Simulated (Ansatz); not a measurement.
```yaml
crystal:
  periodic: [false, false, false]
  atoms:
    - {symbol: C, position_ang: [-0.737010, 1.250482, -0.288553]}
    - {symbol: Ge, position_ang: [-0.061296, -0.560874, -0.348392]}
    - {symbol: N, position_ang: [-1.557669, -1.773162, 0.590475]}
    - {symbol: Cl, position_ang: [-1.607669, -1.823162, 0.540475]}
    - {symbol: H, position_ang: [-0.899771, 1.547430, 0.748228]}
    - {symbol: H, position_ang: [-0.017523, 1.929536, -0.747941]}
    - {symbol: H, position_ang: [-1.685582, 1.311178, -0.821685]}
    - {symbol: H, position_ang: [0.178522, -1.143543, -1.746555]}
    - {symbol: H, position_ang: [1.948346, -1.569103, 0.564140]}
    - {symbol: H, position_ang: [1.457796, -0.333362, 1.529237]}
basis:
  gaussian: {orbitals: "6-31G*"}
magnetization: {spin_polarized: true, initial_magnetization: 2}
hamiltonian: {xc: {name: BHLYP}, dispersion: d4}
```

```sh
$ ansatz run in.yaml --threads 4 --pin off --events-out ev --progress --plain --max-ram 10444MiB
```

It prints (some lines left out):

```
Functional definition: BHLYP
949 factors; integrals over basis functions are off by at most 5.9e-4 eV
mean field evaluation 1: about -59896.1904 eV, gradient 5.7e1 eV
mean field evaluation 2: about -59898.0554 eV, gradient 3.3e1 eV
mean field evaluation 4: about -59902.6484 eV, gradient 1.7e0 eV
mean field evaluation 8: about -59903.6740 eV, gradient 4.6e-1 eV
mean field evaluation 16: about -59903.6840 eV, gradient 2.2e-2 eV
mean field evaluation 32: about -59903.6842 eV, gradient 2.3e-4 eV
a density is far from that of the atoms, so the factors are made again for it
1093 factors; integrals over basis functions are off by at most 2.9e-4 eV
mean field evaluation 64: about -59903.6853 eV, gradient 2.4e-5 eV
mean field -59903.68526634 eV, -2201.4198293618 hartree, gradient 2.4e-5 eV, S^2 2.167974; 0 other end points of the search recorded, 0 dependent functions left out
reference -59903.68544183 eV, -2201.4198358107 hartree; 35, 33 occupied and 61, 63 virtual orbitals, 1093 factors
Total energy: -59904.00855412 eV, -2201.4317099684 hartree
```

In this input one atom was put on top of another. The run converged. The result belongs to that input, not to the molecule as meant.
